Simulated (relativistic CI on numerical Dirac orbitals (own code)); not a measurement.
Cr2+ in a cubic cluster: L2,3 absorption with charge transfer

Computed with a charge-transfer multiplet model of a cubic metal-ligand cluster with up to one ligand hole, Slater and spin-orbit integrals from Dirac-Coulomb-Breit ions, Slater integrals scaled by 0.9. The ground state mixes d4 with configurations of k ligand holes L, whose averages lie at kΔ + k(k − 1)U_dd/2; a core hole lowers each added d electron by U_cd. 300 K, Lorentzian 0.4 eV and Gaussian 0.3 eV FWHM.

Atomic integrals in eV (Slater integrals scaled, ζ unscaled), ground: F2dd 8.634, F4dd 5.365, zeta_d 0.027; with the core hole: F2dd 9.411, F4dd 5.854, zeta_d 0.040, zeta_core 5.624, F2cd 5.290, G1cd 3.859, G3cd 2.190.

Cluster parameters (eV): Δ = 6.5, U_dd = 6.5, 10Dq = 0.95, 10Dq(ligand) = 0.7, V(eg) = 1.65, V(t2g) = -0.8, final-state hopping factor = 1.

| Case | n_d | d4 | d5L | S |
| --- | --- | --- | --- | --- |
| U_cd = 6 eV | 4.15 | 0.85 | 0.15 | 2.00 |
| U_cd = 7.8 eV | 4.15 | 0.85 | 0.15 | 2.00 |
| U_cd = 8.4 eV | 4.15 | 0.85 | 0.15 | 2.00 |

Weights, n_d and S are thermal averages at 300 K. Photon energies count from the first peak over 30 % of the highest in each spectrum, which can be another peak from case to case. The parameters are a model scan and need not match a compound or its usual spin state. Peaks in eV (height, largest 100):
- U_cd = 6 eV: -3.8 (6), -2.9 (6), 0.0 (100), 0.7 (81), 1.3 (73), 5.5 (24), 6.3 (28), 7.4 (29), 9.8 (40)
- U_cd = 7.8 eV: -3.6 (5), 0.0 (100), 0.8 (79), 5.6 (23), 6.7 (29), 7.4 (29), 9.9 (39)
- U_cd = 8.4 eV: -3.6 (5), 0.0 (100), 1.0 (80), 5.6 (23), 6.8 (31), 7.4 (29), 9.9 (38)

Curve for U_cd = 8.4 eV (points under 2 left out, the grid thinned):

(E (eV), Intensity): (-4.1, 2.1), (-3.7, 5.1), (-3.3, 4.1), (-2.9, 5.4), (-2.5, 7.1), (-2.1, 14.5), (-1.7, 29.5), (-1.3, 38.8), (-1.0, 43.1), (-0.6, 53.3), (-0.2, 86.1), (0.2, 88.8), (0.6, 75.0), (1.0, 79.8), (1.4, 65.2), (1.8, 40.0), (2.2, 32.4), (2.6, 26.9), (3.0, 22.3), (3.4, 16.1), (3.8, 11.3), (4.2, 9.1), (4.5, 10.3), (4.9, 14.2), (5.3, 18.4), (5.7, 22.1), (6.1, 17.3), (6.5, 25.2), (6.9, 29.7), (7.3, 28.3), (7.7, 26.4), (8.1, 24.0), (8.5, 20.2), (8.9, 25.0), (9.3, 34.3), (9.7, 37.3), (10.1, 35.4), (10.4, 26.3), (10.8, 16.7), (11.2, 10.3), (11.6, 6.9), (12.0, 5.1), (12.4, 4.4), (12.8, 3.1), (13.2, 2.2)

For the case U_cd = 7.8 eV, Δ = 6.5 eV equals U_dd = 6.5 eV, the border between the two sides of the Zaanen-Sawatzky-Allen scheme. With the core hole the configuration with one ligand hole lies at Δ + U_dd − U_cd = 7.0, 5.2, 4.6 eV from the one without, in the order of the table; where this is negative the screened configuration lies lower.

With at most 1 ligand hole the space is cut while the next configuration still counts, so covalency is underestimated, and a final configuration with one more ligand hole, which can lie low, is missing from the spectra.
